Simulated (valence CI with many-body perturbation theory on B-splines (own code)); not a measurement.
**E1 transitions of Ca13+**

Level of theory: configuration interaction combined with many-body perturbation theory (CI+MBPT): five valence electrons over a frozen Dirac-Fock core [He], a basis of 9 s, 9 p, 8 d, 6 f, 3 g, 1 h functions for each j, with the one-electron correlation potential Σ1 (screened to all orders), the two-electron term Σ2, the three-electron term Σ3, Breit, model QED; selected single and double excitations, second order for the rest (own B-spline code, finite nucleus).

No measured levels were compared; by estimate levels of excited configurations hold to 0.05 to 0.15 % of their energy, terms of the ground configuration to about 0.5 %. Among the levels kept, up to 1900 cm⁻¹ of a level comes from second order outside the variational space, and about a tenth of that is noise between levels of different J, which matters for small intervals.

Lines 1 to 50 of 278 in falling wavelength, among levels below 529.27 eV, chosen from the strongest by gf and those to the six lowest levels. Wavelengths and rates use the calculated energies, so an error of 400 cm⁻¹ moves a line at 98.85 nm by 0.4 % and its rate by three times that or more. Electric multipoles are in the length gauge, E1 and E2 with the static RPA response of the core. Weak lines are less certain than strong ones. Lines between different terms over intervals too small for the method are left out, as are lines whose strength nearly cancels. Where a level lies close to another of its J and parity, the split of strength between their lines is uncertain. The highest levels of a list are the least certain.

Names give the largest LS component (configuration and term), which can be under half, so a name can repeat, a term be missing and a line seem to break the LS rules; names also repeat where a configuration has a term twice. Letters in brackets count levels of one name in rising energy.

```tsv
λ vac (nm)	Upper	Lower	A (s⁻¹)	S (a.u.) with core polarisation	S without
98.85	2s²2p²3p ²D°_5/2 [a]	2s²2p²3s ²D_5/2	9.44e+07	2.70e-01	2.70e-01
81.77	2s2p³3p ⁴P_5/2	2s2p³3s ⁴S°_3/2	5.36e+08	8.67e-01	8.68e-01
81.36	2s2p³3p ⁴P_3/2	2s2p³3s ⁴S°_3/2	6.02e+08	6.39e-01	6.40e-01
80.24	2s2p³3p ⁴P_1/2	2s2p³3s ⁴S°_3/2	5.74e+08	2.92e-01	2.93e-01
75.76	2s²2p²3p ²D°_3/2 [a]	2s²2p²3s ²P_3/2	1.75e+08	1.51e-01	1.51e-01
71.74	2s²2p²3p ²S°_1/2	2s²2p²3s ⁴P_1/2	5.76e+08	2.10e-01	2.10e-01
71.72	2s²2p²3p ⁴D°_3/2	2s²2p²3s ⁴P_3/2	2.88e+08	2.10e-01	2.10e-01
70.14	2s²2p²3p ⁴P°_3/2	2s²2p²3s ⁴P_5/2	2.54e+08	1.73e-01	1.73e-01
67.30	2s²2p²3d ²D_3/2 [b]	2s²2p²3p ²P°_1/2 [b]	2.93e+08	1.76e-01	1.76e-01
66.65	2s²2p²3d ²F_5/2 [b]	2s²2p²3p ²P°_3/2 [b]	5.41e+08	4.74e-01	4.74e-01
66.53	2s²2p²3p ²F°_5/2	2s²2p²3s ²D_3/2	1.29e+09	1.12e+00	1.12e+00
66.18	2s²2p²3p ⁴D°_1/2	2s²2p²3s ⁴P_1/2	4.70e+08	1.35e-01	1.35e-01
66.13	2s²2p²3p ²D°_3/2 [a]	2s²2p²3s ²P_1/2	7.43e+08	4.24e-01	4.24e-01
65.87	2s²2p²3d ²P_1/2 [a]	2s²2p²3p ²P°_1/2 [a]	4.84e+08	1.37e-01	1.37e-01
65.70	2s²2p²3p ⁴D°_7/2	2s²2p²3s ⁴P_5/2	1.33e+09	1.48e+00	1.49e+00
65.60	2s2p³3p ⁶P_3/2	2s2p³3s ⁶S°_5/2	1.50e+09	8.36e-01	8.37e-01
65.45	2s²2p²3p ⁴P°_5/2	2s²2p²3s ⁴P_5/2	1.01e+09	8.36e-01	8.36e-01
65.24	2s²2p²3p ⁴D°_5/2	2s²2p²3s ⁴P_3/2	1.22e+09	1.00e+00	1.00e+00
64.69	2s²2p²3p ⁴D°_3/2	2s²2p²3s ⁴P_1/2	9.68e+08	5.17e-01	5.18e-01
64.59	2s2p³3p ⁶P_5/2	2s2p³3s ⁶S°_5/2	1.55e+09	1.24e+00	1.24e+00
64.42	2s²2p²3p ²D°_5/2 [a]	2s²2p²3s ²P_3/2	8.66e+08	6.86e-01	6.86e-01
63.18	2s²2p²3p ²F°_7/2	2s²2p²3s ²D_5/2	1.56e+09	1.55e+00	1.55e+00
62.83	2s²2p²3p ⁴P°_3/2	2s²2p²3s ⁴P_3/2	6.49e+08	3.18e-01	3.18e-01
62.81	2s2p³3p ⁶P_7/2	2s2p³3s ⁶S°_5/2	1.73e+09	1.70e+00	1.70e+00
62.14	2s²2p²3p ⁴P°_1/2	2s²2p²3s ⁴P_3/2	1.07e+09	2.54e-01	2.54e-01
61.94	2s²2p²3d ²P_3/2 [b]	2s²2p²3p ²P°_3/2 [b]	7.61e+08	3.57e-01	3.57e-01
60.97	2s²2p²3p ²P°_3/2 [a]	2s²2p²3s ²P_3/2	9.45e+08	4.23e-01	4.23e-01
60.16	2s²2p²3d ²S_1/2	2s²2p²3p ²P°_3/2 [b]	7.76e+08	1.67e-01	1.67e-01
60.04	2s²2p²3d ²D_5/2 [b]	2s²2p²3p ²D°_5/2 [b]	5.23e+08	3.35e-01	3.35e-01
59.78	2s²2p²3p ²P°_1/2 [a]	2s²2p²3s ²P_3/2	5.84e+08	1.23e-01	1.23e-01
59.76	2s²2p²3p ²P°_1/2 [c]	2s²2p²3s ²S_1/2	1.80e+09	3.79e-01	3.79e-01
59.75	2s²2p²3d ²D_3/2 [b]	2s²2p²3p ²D°_3/2 [b]	6.08e+08	2.56e-01	2.56e-01
59.16	2s²2p²3p ²P°_3/2 [c]	2s²2p²3s ²S_1/2	1.78e+09	7.28e-01	7.28e-01
59.07	2s²2p²3d ²P_1/2 [b]	2s²2p²3p ²P°_1/2 [b]	8.32e+08	1.69e-01	1.69e-01
58.97	2s²2p²3d ²D_5/2 [b]	2s²2p²3p ²D°_3/2 [b]	5.11e+08	3.10e-01	3.10e-01
58.48	2s²2p²3d ⁴F_3/2	2s²2p²3p ⁴D°_3/2	3.21e+08	1.27e-01	1.27e-01
57.98	2s²2p²3d ⁴F_9/2	2s²2p²3p ⁴D°_7/2	1.75e+09	1.68e+00	1.68e+00
57.58	2s²2p²3d ²F_7/2 [b]	2s²2p²3p ²D°_5/2 [b]	1.34e+09	1.01e+00	1.01e+00
57.45	2s²2p²3d ⁴P_5/2	2s²2p²3p ⁴S°_3/2	5.72e+08	3.21e-01	3.21e-01
57.36	2s²2p²3p ⁴P°_3/2	2s²2p²3s ⁴P_1/2	4.28e+08	1.60e-01	1.60e-01
57.31	2s²2p²3d ⁴F_3/2	2s²2p²3p ⁴D°_1/2	6.26e+08	2.32e-01	2.32e-01
57.17	2s²2p²3d ²P_3/2 [a]	2s²2p²3p ⁴P°_3/2	3.79e+08	1.40e-01	1.40e-01
57.17	2s²2p²3d ⁴F_7/2	2s²2p²3p ⁴D°_5/2	1.76e+09	1.30e+00	1.30e+00
56.51	2s²2p²3d ⁴D_1/2	2s²2p²3p ⁴P°_1/2	8.66e+08	1.54e-01	1.54e-01
56.44	2s²2p²3d ²F_5/2 [a]	2s²2p²3p ²D°_3/2 [a]	1.58e+09	8.43e-01	8.43e-01
56.31	2s²2p²3d ²G_9/2	2s²2p²3p ²F°_7/2	2.03e+09	1.79e+00	1.79e+00
56.30	2s²2p²3d ²F_7/2 [a]	2s²2p²3p ²D°_5/2 [a]	1.65e+09	1.16e+00	1.16e+00
56.24	2s²2p²3d ⁴F_5/2	2s²2p²3p ⁴D°_3/2	1.72e+09	9.07e-01	9.06e-01
56.05	2s²2p²3p ⁴S°_3/2	2s²2p²3s ⁴P_5/2	1.48e+09	5.15e-01	5.15e-01
55.79	2s²2p²3p ²D°_3/2 [b]	2s²2p²3s ²D_3/2	9.85e+08	3.37e-01	3.38e-01
```
